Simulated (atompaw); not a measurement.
## Reading a pseudo-wave (krypton (Kr))

Columns: radius, all-electron u(r) and pseudo u(r) of the 4s shell (level -23.05 eV) of krypton in the configuration [Ar] 3d10 4s2 4p6; PBE, scalar-relativistic, PAW (atompaw) scheme, atompaw 4.2.0.5.

```
r (bohr)  all-electron  pseudo
   0.060        0.0489  0.0718
   0.119        0.2814  0.1420
   0.179        0.1578  0.2123
   0.238       -0.0941  0.2801
   0.298       -0.3126  0.3472
   0.358       -0.4305  0.4119
   0.417       -0.4462  0.4728
   0.477       -0.3826  0.5318
   0.537       -0.2660  0.5872
   0.596       -0.1231  0.6381
   0.656        0.0330  0.6859
   0.715        0.1847  0.7288
   0.775        0.3289  0.7681
   0.835        0.4583  0.8029
   0.894        0.5685  0.8325
   0.954        0.6626  0.8581
   1.013        0.7379  0.8786
   1.073        0.7980  0.8947
   1.133        0.8430  0.9062
   1.192        0.8738  0.9130
   1.252        0.8932  0.9153
   1.312        0.9021  0.9130
   1.371        0.9019  0.9065
   1.431        0.8942  0.8955
   1.490        0.8805  0.8806
   1.550        0.8613  0.8613
```

Problem. How many radial nodes do the two functions have?

Solution. The all-electron 4s function has n − l − 1 = 3 (the table is too coarse to show those close to the nucleus); the pseudo-wave has 0, since the states of the same l below it are removed with the core.

Problem. Is the pseudo-wave norm-conserving?

Solution. No, it belongs to a PAW set: the norm inside the radius is not constrained, and the difference is carried by the augmentation charge.
